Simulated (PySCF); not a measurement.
Below is a simulated gas-phase S 2p photoelectron spectrum of (F)3Ti-S-SiH3 (F3H3SSiTi).

Every computed line was given a Gaussian of 0.7 eV full width at half maximum and an area set by the number of equivalent atoms (split 2:1 within a doublet); the highest printed point is 100. Level of theory: delta-SCF UKS SCAN, pcX-2 on the ionised atom (unc-x2c-TZVPall on a metal), pcseg-1 elsewhere, spin-free X2C (PySCF 2.14.0).

```json
{"binding energy (eV)": "168.1", "intensity": "0"}
{"binding energy (eV)": "168.2", "intensity": "1"}
{"binding energy (eV)": "168.3", "intensity": "3"}
{"binding energy (eV)": "168.4", "intensity": "8"}
{"binding energy (eV)": "168.5", "intensity": "15"}
{"binding energy (eV)": "168.6", "intensity": "28"}
{"binding energy (eV)": "168.7", "intensity": "45"}
{"binding energy (eV)": "168.8", "intensity": "65"}
{"binding energy (eV)": "168.9", "intensity": "84"}
{"binding energy (eV)": "169.0", "intensity": "97"}
{"binding energy (eV)": "169.1", "intensity": "100"}
{"binding energy (eV)": "169.2", "intensity": "92"}
{"binding energy (eV)": "169.3", "intensity": "75"}
{"binding energy (eV)": "169.4", "intensity": "56"}
{"binding energy (eV)": "169.5", "intensity": "37"}
{"binding energy (eV)": "169.6", "intensity": "24"}
{"binding energy (eV)": "169.7", "intensity": "17"}
{"binding energy (eV)": "169.8", "intensity": "17"}
{"binding energy (eV)": "169.9", "intensity": "22"}
{"binding energy (eV)": "170.0", "intensity": "31"}
{"binding energy (eV)": "170.1", "intensity": "40"}
{"binding energy (eV)": "170.2", "intensity": "47"}
{"binding energy (eV)": "170.3", "intensity": "50"}
{"binding energy (eV)": "170.4", "intensity": "48"}
{"binding energy (eV)": "170.5", "intensity": "40"}
{"binding energy (eV)": "170.6", "intensity": "30"}
{"binding energy (eV)": "170.7", "intensity": "21"}
{"binding energy (eV)": "170.8", "intensity": "12"}
{"binding energy (eV)": "170.9", "intensity": "7"}
{"binding energy (eV)": "171.0", "intensity": "3"}
{"binding energy (eV)": "171.1", "intensity": "1"}
{"binding energy (eV)": "171.2", "intensity": "1"}
{"binding energy (eV)": "171.3", "intensity": "0"}
```

Question: Count the maxima, the lines and the sites behind this envelope.

Answer: The curve has 2 maxima (at 169.1 and 170.3 eV). Under it lie 2 lines from 1 inequivalent sulfur site, drawn as a 2p3/2, 2p1/2 pair.

Question: Decompose the envelope and assign each component. Bonds: Ti1–F2, Ti1–F3, Ti1–F4, Ti1–S5, S5–Si6. Hydrogens: H7, H8, H9 on Si6.

Answer: 
| position (eV) | relative area | line | atoms | environment |
| --- | --- | --- | --- | --- |
| 169.07 | 0.67 | S 2p3/2 | S5 | sulfur bonded to Si and Ti |
| 170.30 | 0.33 | S 2p1/2 | S5 | sulfur bonded to Si and Ti |

The curve has no shake-up lines and no vibrational structure. 2p3/2 and 2p1/2 are the ΔSCF energy of one spin-free 2p hole plus the eigenvalues of a spin–orbit and ligand-field matrix of the shell. 2p1/2 minus 2p3/2 (ligand field included): S 1.23 eV. Isolated species at its PBE0-D3(BJ)/def2-SVP geometry, gas phase. Metal 2p energies of this one-determinant scheme are less reliable than its 1s energies.
